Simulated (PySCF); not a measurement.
Lowest triplet excitation (TDA) (eV) of eight boron compounds: TDA-PBE beside TDA-PBE0, computed with PySCF for isolated molecules in the bases named; differences from unrounded values. The eight are the first of their class met in an unordered collection, after screening for sound electronic states; none was chosen by its value. Each molecule has one DFT geometry for both levels.

```
molecule                              basis  TDA-PBE0
--------------------------------  ---------  --------
C₃H₇BO₂, SMILES OB1CC(O)C1        def2-SVPD      5.77
C5H9B, SMILES B(C)(CC)C#C         def2-SVPD      4.06
C3H6BFO, SMILES C1OB(CF)C1        def2-SVPD      5.98
C₃H₇BFN, SMILES C/C=C/B(N)F       def2-SVPD      3.85
C₃H₆BNO, SMILES CB(O)CC#N         def2-SVPD      6.32
C3H7BF2O, SMILES FB([C@H](O)C)CF  def2-SVPD      5.60
C3H7BN2, SMILES C=C=CB(N)N        def2-SVPD      4.24
C3H4BFO2, SMILES FB1C=COCO1       def2-SVPD      3.82
```

Task: Estimate the TDA-PBE values and say how TDA-PBE differs from TDA-PBE0 over the set. (The exact figures need the calculation; the answer reports its results.)

Result: 
| molecule | TDA-PBE | difference |
|---|---|---|
| C₃H₇BO₂, SMILES OB1CC(O)C1 | 5.09 | -0.68 |
| C5H9B, SMILES B(C)(CC)C#C | 3.82 | -0.24 |
| C3H6BFO, SMILES C1OB(CF)C1 | 5.57 | -0.41 |
| C₃H₇BFN, SMILES C/C=C/B(N)F | 3.89 | 0.04 |
| C₃H₆BNO, SMILES CB(O)CC#N | 6.14 | -0.18 |
| C3H7BF2O, SMILES FB([C@H](O)C)CF | 4.79 | -0.82 |
| C3H7BN2, SMILES C=C=CB(N)N | 4.24 | 0.00 |
| C3H4BFO2, SMILES FB1C=COCO1 | 3.80 | -0.02 |
TDA-PBE lies below TDA-PBE0 in 6 and above it in 1 of the eight; the mean signed difference is -0.29 and the largest -0.82 eV.
